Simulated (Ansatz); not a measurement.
Consider the substitution at a C–Si bond: `C=C[SiH](F)[GeH3]` + `OB(O)O` → `C=COB(O)O` + `F[SiH2][GeH3]`.

Gas-phase electronic energies from Ansatz, PBE0-D4/def2-TZVP geometries. CCSD(T)/CBS adds triple-zeta CCSD(T) − MP2 to the extrapolated MP2 energy (def2 sets, frozen cores). This one scheme is used for every species. Functionals use def2-TZVPP. B3LYP here is the variant with VWN-RPA as its local correlation; programs differ in this. For Ge outer-core shells are correlated without core-valence functions, which leaves a few kJ/mol of doubt a bond. Scalar relativity is left out up to krypton. Each species was taken in one conformer, which may not be the lowest.

CCSD(T)/CBS gives +76.8 kJ/mol.

**Question.** Another level gave +67.2 kJ/mol. Which?
A. ωB97M-V/def2-TZVPP
B. B3LYP/def2-TZVPP
C. B3LYP-D4/def2-TZVPP
D. MP2/def2-TZVPP

**Answer.** C. B3LYP-D4 67.2, ωB97M-V 71.4, MP2/def2-TZVPP 80.4, B3LYP 63.1 kJ/mol.

Largest T1 diagnostic among the species: 0.012.

In def2-TZVPP, CCSD(T) changes the Hartree–Fock value by +11.2 kJ/mol (the triples alone add +0.8 kJ/mol) and MP2 by +17.4 kJ/mol. The D4 term adds +4.1 kJ/mol with B3LYP and +2.2 kJ/mol with PBE0; it sums over pairs of atoms, weighted by their polarisabilities, and B3LYP, whose exchange is more repulsive, gets the larger term.
